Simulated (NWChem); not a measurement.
C₂H₆FNSi, singlet; SMILES CN(C)[Si]F

```xyz
11

Si    -0.8076     0.9027     0.0000
F      0.4809     1.9179     0.0000
N      0.0214    -0.6165     0.0000
C     -0.7490    -1.8553     0.0000
C      1.4663    -0.8208     0.0000
H     -0.5241    -2.4616    -0.8889
H     -0.5241    -2.4616     0.8889
H     -1.8222    -1.6328     0.0000
H      1.7807    -1.3875     0.8882
H      1.7807    -1.3875    -0.8882
H      1.9720     0.1457     0.0000
```
Atoms are numbered in this order, from 1.

Computed with NWChem. Pople sets run with spherical d functions. Low-valent species are run as closed-shell singlets; no triplet was tried in these runs. Geometry: optimised at B3LYP/6-31G* (spherical d). B3LYP is NWChem's, with the RPA form of VWN correlation. Level: B3LYP/6-31G* with SMD (1 M gas to 1 M solution), gas-phase geometry. Reactions with the solvent are ignored.

For solvent toluene:

- solvation free energy (kcal/mol): -3.1
- cavity-dispersion-structure term (kcal/mol): -1.4
- dipole in solution (D): 2.95

Q: What are these values for solvent water?

A: The solvation free energy (kcal/mol) is -0.2 and the cavity-dispersion-structure term (kcal/mol) is 2.9. The dipole in solution (D) is 3.39.
